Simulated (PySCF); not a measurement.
# Ce(BH4)3 at several levels of theory

Computed with PySCF 2.14.0 (density fitting, no spin-orbit coupling) at the geometry relaxed with PBE0:

```xyz
16
Ce(BH4)3 (singlet in the valence; each metal's 4f electrons, 1 of them, lie in its core potential, out of spins and levels)
Ce    0.0000    0.0000    0.0000
B     2.5724    0.0114    0.0000
H     3.7782   -0.0080    0.0000
H     2.0728   -0.5766    0.9952
H     2.0728   -0.5766   -0.9952
H     2.0965    1.1672    0.0000
B    -1.2961    2.2220    0.0000
H    -1.8821    3.2760    0.0000
H    -0.5371    2.0834    0.9952
H    -0.5371    2.0834   -0.9952
H    -2.0591    1.2320    0.0000
B    -1.2763   -2.2335    0.0000
H    -1.8960   -3.2680    0.0000
H    -1.5357   -1.5068    0.9952
H    -1.5357   -1.5068   -0.9952
H    -0.0374   -2.3992    0.0000
```

```json
{"level": "PBE0", "basis": "Ce lcecp-1-SVP with ECP47, B def2-SVP, H def2-SVP", "state": "singlet", "HOMO (eV)": "-9.38", "gap (eV)": "6.50", "charge on Ce1 (e)": "0.89", "population of f-type functions on Ce1 (polarisation alone where 4f lies in the core)": "0.06", "dipole about the centre of mass (D)": "0.00", "largest force component (eV/Å)": "0.01"}
{"level": "M06-L", "basis": "the same", "state": "singlet", "HOMO (eV)": "-8.16", "gap (eV)": "5.29", "charge on Ce1 (e)": "1.27", "population of f-type functions on Ce1 (polarisation alone where 4f lies in the core)": "0.06", "dipole about the centre of mass (D)": "0.00", "largest force component (eV/Å)": "0.20"}
{"level": "BLYP", "basis": "the same", "state": "singlet", "HOMO (eV)": "-7.84", "gap (eV)": "4.28", "charge on Ce1 (e)": "0.46", "population of f-type functions on Ce1 (polarisation alone where 4f lies in the core)": "0.06", "dipole about the centre of mass (D)": "0.00", "largest force component (eV/Å)": "0.29"}
{"level": "TPSSh", "basis": "the same", "state": "singlet", "HOMO (eV)": "-8.76", "gap (eV)": "5.65", "charge on Ce1 (e)": "0.93", "population of f-type functions on Ce1 (polarisation alone where 4f lies in the core)": "0.06", "dipole about the centre of mass (D)": "0.00", "largest force component (eV/Å)": "0.22"}
{"level": "PBE0", "basis": "Ce lcecp-1-TZVP with ECP47, B def2-TZVP, H def2-TZVP", "state": "singlet", "HOMO (eV)": "-9.40", "gap (eV)": "6.57", "charge on Ce1 (e)": "1.29", "population of f-type functions on Ce1 (polarisation alone where 4f lies in the core)": "0.09", "dipole about the centre of mass (D)": "0.00", "largest force component (eV/Å)": "0.31"}
```

In the lcecp rows the 4f levels are missing from HOMO and gap, and the state counts the valence alone.

Charges are Mulliken's, which hang on the basis. The relaxation used the grid (50, 194), these runs (75, 302) or, all-electron (x2c bases, spin-free X2C Hamiltonian), (99, 590).

Question: What does revPBE with Ce lcecp-1-SVP with ECP47, B def2-SVP, H def2-SVP give here?

Answer: state singlet, HOMO (eV) -7.94, gap (eV) 4.48, charge on Ce1 (e) 0.62, population of f-type functions on Ce1 (polarisation alone where 4f lies in the core) 0.06, dipole about the centre of mass (D) 0.00, largest force component (eV/Å) 0.21. Time: 6.9 s on 4 threads of Arm Neoverse V1, on a shared host, from an already converged density.

In the first row's basis the gap widens with exact exchange: 4.3 to 5.3 eV for BLYP, revPBE, M06-L (none); 5.6 to 6.5 eV for TPSSh, PBE0 (a fixed share).

A frequency check found unstable modes (1, the lowest at -21 cm⁻¹), so the relaxed geometry is a saddle point, or these are noise. An lcecp potential fixes the number of 4f electrons, so in runs with it no electron can move into or out of that shell.
